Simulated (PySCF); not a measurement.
## Löwdin shares of the frontier orbitals

Compound: C2H6AlS (charge -1).
Geometry (PBE0-D3(BJ)/def2-SVP, Å), atoms numbered from 1 in this order:
```xyz
10
C2H6AlS angstrom
C     -1.5011   -0.1479    0.0421
C     -0.2639    0.6005   -0.3575
Al     1.5757   -0.1862    0.1296
S     -0.4304    2.0369   -1.1430
H     -1.4954   -0.3006    1.1372
H     -1.4680   -1.1678   -0.3822
H     -2.4347    0.3591   -0.2599
H      2.2196    0.7586    1.3026
H      1.2901   -1.7029    0.7134
H      2.5168   -0.2453   -1.2047
```

Computed with TDDFT wB97X-D/def2-SVPD, vertical, gas phase, core orbitals frozen in the response (PySCF 2.14.0, density-fitted response routines). The geometry's basis has no diffuse functions, a weakness for an anion.

Frontier orbitals with the atoms that hold most of them (Löwdin shares over 4%, at most four atoms; ? is withheld):

| orbital | ε (eV) | atoms |
| --- | --- | --- |
| LUMO+2 | 5.74 | S4 77%, C1 6%, Al3 4% |
| LUMO+1 | 5.01 | Al3 68%, S4 10%, H9 5% |
| LUMO | ? | ? |
| HOMO | -3.46 | S4 62%, C2 20%, Al3 8%, C1 5% |
| HOMO-1 | -4.77 | ? |
| HOMO-2 | -4.86 | Al3 36%, H9 31%, H10 19%, H8 6% |
| HOMO-3 | -6.00 | S4 48%, C2 28%, C1 8%, Al3 6% |

Which atoms hold the HOMO-1, and with what shares?

Al3 (bonded to C and 3 H) 33%; H8 (bonded to Al) 31%; H10 (bonded to Al) 19%; S4 (bonded to C) 8%. By element: hydrogen 50% or more, aluminium 33%, sulfur 8%.

Which atoms hold the LUMO, and with what shares?

C2 (bonded to Al, C and S) 42%; S4 (bonded to C) 40%; C1 (bonded to C and 3 H) 7%. By element: carbon 50%, sulfur 40%.

What is the LUMO energy, and the HOMO–LUMO gap?

ε(LUMO) = 3.87 eV; the gap is 7.33 eV (0.2695 hartree).

The HOMO–LUMO gap is 7.33 eV. Where does the response calculation put the lowest singlet, and from which orbitals?

S1 is at 2.09 eV (f = 0.0000), 5.24 eV below the gap, made of HOMO→LUMO (98%). 

Give energy, strength and leading configuration of S1 and S3, and follow the Löwdin shares of the leading atoms from the occupied to the empty orbital.

- S1 (2.09 eV, f 0.0000), HOMO→LUMO (98%): S4 62% → 40%, C2 20% → 42%
- S3 (4.75 eV, f 0.107), HOMO-1→LUMO (95%): Al3 33% → at most 4%, H8 31% → at most 4%, C2 at most 9% → 42%, S4 8% → 40%

Löwdin shares depend on the basis, the more so with diffuse functions.

Hardware: Arm Neoverse V1, one thread, no GPU, on a shared host. Cost: 21 s of wall time.
